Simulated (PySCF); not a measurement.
**Polarisability and C₆ of Cl³⁺ (chlorine, charge +3)**

[Ne] 3s2 3p2, high-spin 3P determinant. Calculation: PySCF 2.14, in dyall-av3z (19s12p3d2f, 84 functions); scalar relativity by spin-free X2C-1e. Coupled (time-dependent) response in atomic units; α is the mean over directions.

```
method  mean α (bohr³)         α xx, yy, zz  C₆ (like pair)  S(−4)
   UHF           4.441  4.739, 4.292, 4.292           12.13  8.077
   PBE           4.289  4.560, 4.154, 4.154           11.62  6.955
  PBE0           4.313  4.595, 4.171, 4.171           11.70  7.104
revPBE           4.317  4.587, 4.181, 4.181           11.71  7.134
 TPSSh           4.348  4.629, 4.207, 4.207           11.89  7.299
```

S(−4) is the Cauchy moment in α(ω) = α(0) + S(−4) ω² + …

α(iu) at PBE0:

```
u (hartree)  α(iu) (bohr³)
          0          4.313
     0.0500          4.295
      0.100          4.243
      0.200          4.051
      0.300          3.776
      0.500          3.127
      0.750          2.372
       1.00          1.789
       1.50          1.070
       2.00         0.6972
       3.00         0.3620
       5.00         0.1544
```

For an ion, C₆ is the dispersion term alone; charge-induced terms of lower order in 1/R come first.

The components differ because the open shell of this determinant is not spherical; for a pure term their mean is the scalar polarisability.
